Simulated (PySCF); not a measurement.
# Excitation energy of Pb by level of theory

Pb [Xe] 4f14 5d10 6s2 6p2 (3P) → Pb [Xe] 4f14 5d10 6s2 6p1 6d1 (high-spin determinant), as a difference of total energies. All numbers are calculated (PySCF 2.14, scalar relativity through the core potential, in aug-cc-pVQZ-PP with ECP60MDF (7s7p5d3f2g, 92 functions)). Correlated levels: valence: 5s2 5p6 5d10 frozen. The calculations carry no spin-orbit coupling.

```json
{"method": "UHF", "excitation energy (eV)": "5.264"}
{"method": "LDA", "excitation energy (eV)": "5.186"}
{"method": "PBE", "excitation energy (eV)": "4.955"}
{"method": "PBE0", "excitation energy (eV)": "5.133"}
{"method": "r2SCAN", "excitation energy (eV)": "5.289"}
{"method": "B97-3", "excitation energy (eV)": "4.984"}
{"method": "MN15", "excitation energy (eV)": "5.670"}
{"method": "M06", "excitation energy (eV)": "4.814"}
{"method": "MP2 (valence)", "excitation energy (eV)": "5.370"}
{"method": "SCS-MP2 (valence)", "excitation energy (eV)": "5.354"}
```

Task: How much does correlation contribute at MP2 (valence)?

Result: 5.370 − (5.264) = 0.106 eV, measured against UHF.

Spin-orbit coupling is strong in these open shells (close to jj coupling). The scalar numbers leave it out and a first-order estimate fails, so it can dominate the gap to the real levels.

The promoted electron is Rydberg-like, and one or two diffuse shells describe it only roughly, which tends to raise the upper state.

The determinant of the upper state mixes LS terms, which raises its energy above the lowest term, most at the Hartree-Fock and MP2 levels.
